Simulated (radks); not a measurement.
Effect of the nuclear size on the tantalum ion Ta2+, [Xe] 4f14 5d3. All-electron calculation, Dirac Kohn-Sham, BLYP, spin-unpolarised, spherical densities, finite nucleus; open shells are shared between the two j in proportion to 2j + 1; Fermi nuclear charge, rms radius 5.3507 fm. Program: a radial shooting solver on a logarithmic mesh with Libxc functionals. The rms radius is varied about that value; shifts are against it.

| rms radius (fm) | total energy shift (eV) | density at nucleus (e/bohr^3) | 1s1/2 shift (meV) | 2s1/2 shift (meV) | 5s1/2 shift (meV) | 6s1/2 (empty) shift (meV) | 5d5/2 shift (meV) |
|---|---|---|---|---|---|---|---|
| 4.7621 | -11.1 | 1.366e+06 | -4520 | -631 | -5.82 | -0.774 | 0.067 |
| 4.8156 | -10.1 | 1.361e+06 | -4120 | -576 | -5.31 | -0.706 | 0.061 |
| 5.3507 | 0 | 1.313e+06 | 0.000 | 0.000 | 0.000 | 0.000 | 0.000 |
| 5.8644 | 10.4 | 1.273e+06 | 4220 | 590 | 5.44 | 0.724 | -0.062 |
| 6.56 | 25.5 | 1.226e+06 | 10300 | 1440 | 13.3 | 1.77 | -0.153 |

Slopes of the eigenvalues against <r^2> in GHz/fm^2, as finite differences over the two radii next to the reference (eigenvalue slopes, not the field-shift constants of lines): 1s1/2 180000, 2s1/2 25200, 5s1/2 232, 6s1/2 (empty) 30.9, 5d5/2 -2.66.
